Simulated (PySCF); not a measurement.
## Shapes and spin states of SiI2

Computed with B3LYP in PySCF with Si def2-SVP, I def2-SVP with ECP28; scalar-relativistic core potentials, no spin–orbit coupling; density-fitted integrals.

Relaxations began from a few typed shapes and spin states; open shells are unrestricted. The search is not exhaustive: other isomers or separated fragments can lie lower, and high-lying points may rest on an excited occupation.

(1) Which is the lowest minimum found?
A. triplet D∞h: Si–I 2.563 Å (×2); I–Si–I 180.0°
B. triplet C2v: Si–I 2.480 Å (×2); I–Si–I 122.5°
C. singlet C2v: Si–I 2.514 Å (×2); I–Si–I 104.3°

## Answers

(1) C. The others lie at 166.5 (triplet C2v), 213.2 (triplet D∞h, a saddle point) kJ/mol above it.

Counting electrons, silicon keeps 2 of its valence electrons outside its bonds, so the VSEPR class is AX2E1 and the expected shape is bent (C2v), as computed.

The electron or spin density has lower symmetry than the nuclear frame for the triplet D∞h at 213.2 kJ/mol.
